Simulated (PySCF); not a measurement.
C4H13AlN, doublet, geometry from GFN2-xTB (such geometries of metal compounds can be far from the true shape) (the spin is typed, not shown lowest). Base run: DF-CAMB3LYP/cc-pVDZ in PySCF.

Input for PySCF:
```python
from pyscf import gto, scf, dft

mol = gto.M(
    atom='''
Al   -1.59979072   -0.88786746   -0.40362325
H    -1.14503255   -2.39544136   -0.09897162
H    -1.35171419   -0.61314711   -1.96399238
C    -0.34890626    2.11541956    0.52010680
C     0.55742139    1.22202877   -0.31216783
N     0.41448270   -0.19746673    0.00760812
C     1.30725082   -0.96939952   -0.84313427
C     0.71112744   -0.48363466    1.40074643
H    -1.35034951    1.66912963    0.54156864
H     0.01323049    2.22928944    1.53870110
H    -0.41001572    3.10128350    0.06729033
H     0.27856090    1.32626235   -1.36469672
H     1.60694945    1.53391976   -0.19885799
H     1.06790300   -0.76990160   -1.88578293
H     1.14148954   -2.02875673   -0.65723038
H     2.35858774   -0.72420002   -0.65673259
H     1.72635370   -0.17493996    1.67377588
H    -0.00712208    0.02066504    2.04483164
H     0.60569914   -1.55610371    1.56063546
''',
    basis='cc-pvdz',
    spin=1,
    verbose=4,
)

mf = dft.UKS(mol)
mf.xc = 'camb3lyp'
mf = mf.density_fit(auxbasis='def2-universal-jkfit')
mf.kernel()
```

The base run was repeated with changes; each row names its change, and settings that it needs were set with it.

| change | ΔE vs base (µEh) | grid points | electrons on the grid |
|---|---|---|---|
| base | 0.0 | 217064 | 56.99994 |
| grids.prune = dft.gen_grid.treutler_prune | 0.9 | 187472 | 56.99994 |
| grids.level = 2 | -8.9 | 137552 | 57.00005 |
| grids.atom_grid = (99, 590) | -2.2 | 617480 | 56.99998 |
| grids.radi_method = gauss_chebyshev | 0.3 | 211936 | 56.99994 |
| grids.level = 1 | -52.3 | 64328 | 57.00043 |
| small_rho_cutoff = 0 | 0.0 | 217064 | 56.99994 |
| grids.atom_grid = (50, 194) | -23.5 | 125560 | 57.00025 |
| grids.level = 7 | -4.2 | 1169112 | 57.00000 |
| grids.becke_scheme = stratmann | 1.0 | 217064 | 56.99994 |
| grids.prune = off | 0.2 | 344272 | 56.99994 |

Open shells are given as the SCF converged; they aren't shown to be the lowest states, and a large step between rows can be another state.
